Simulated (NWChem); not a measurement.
System: SnSiH4, singlet; SMILES [SiH3][SnH]

Results from NWChem. Low-valent species are run as closed-shell singlets; no triplet was tried in these runs. Geometry: optimised at PBE0/def2-SVP (def2 core potentials past Kr).

Q: Predict the results for B3LYP/STO-3G, non-relativistic. Quantities: highest occupied level (eV); orbital gap (eV); dipole (D).

A: 
```yaml
highest occupied level (eV): -2.87
orbital gap (eV): 2.95
dipole (D): 0.69
```
